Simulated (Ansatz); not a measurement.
Species: CH$_{11}$N$_{3}$Si$_{2}$, charge 0, multiplicity 1. 
Coordinates optimised at B3LYP-D3(BJ)/def2-TZVP (Ansatz, an electronic-structure program):
```xyz
17

C      2.0275    -0.7213     1.6490
Si     1.6121     0.1763     0.0427
Si    -0.7076     0.1105    -0.3321
N     -1.3641     1.1407     0.8889
N     -0.9631     0.4035    -2.0105
N     -1.5277    -1.3796    -0.0508
H      3.0982    -0.6990     1.8579
H      1.5039    -0.2585     2.4874
H      1.7131    -1.7653     1.5937
H      2.0938     1.5856     0.1383
H      2.3615    -0.4473    -1.0825
H     -0.9299     2.0267     1.0951
H     -2.3611     1.1781     1.0450
H     -0.3451     1.0029    -2.5331
H     -1.8908     0.3918    -2.4081
H     -1.4437    -2.1299    -0.7176
H     -1.6445    -1.7241     0.8886
```
Charge 0, spin multiplicity 1.

Wanted: vertical ionisation energy (to the doublet state of charge +1; each state is the SCF solution reached for its spin; for the doublet T1 is 0.051), in eV. Cores are frozen in the correlated levels unless marked. Open shells are spin-unrestricted. Spin-orbit coupling is left out. Non-relativistic. 

```tsv
level	program	vertical ionisation energy (eV)
HF/aug-cc-pV(D+d)Z	Ansatz	8.00
PBE/def2-TZVPD	Ansatz	8.15
r2SCAN/def2-TZVPD	Ansatz	8.31
B3LYP/def2-TZVPD	Ansatz	8.55
PBE0/def2-TZVPD	Ansatz	8.56
B2PLYP/def2-TZVPD	Ansatz	8.74
MP2/aug-cc-pV(D+d)Z	Ansatz	9.30
RI-MP2/aug-cc-pV(T+d)Z	Ansatz	9.46
CCSD(T)/aug-cc-pV(D+d)Z	Ansatz	8.83
```
